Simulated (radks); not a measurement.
The strontium ion Sr9+ is in [Ar] 3d10 4s1. Calculated with a radial shooting solver on a logarithmic mesh with Libxc functionals: scalar-relativistic Kohn-Sham, LDA (Slater exchange, Perdew-Wang correlation), spin-polarised, spherical densities, finite nucleus; Fermi nuclear charge, rms radius of each element as measured or else 0.836 A^(1/3) + 0.57 fm. Open shells are filled with parallel spins first. One electron is removed from 3s, 3d, 4s, 3p in turn, with full relaxation. Which removal costs least, and what does each cost?

Answer. 4s 179.32 eV; 3d 299.32 eV; 3p 426.79 eV; 3s 504.03 eV. The 4s electron leaves first.
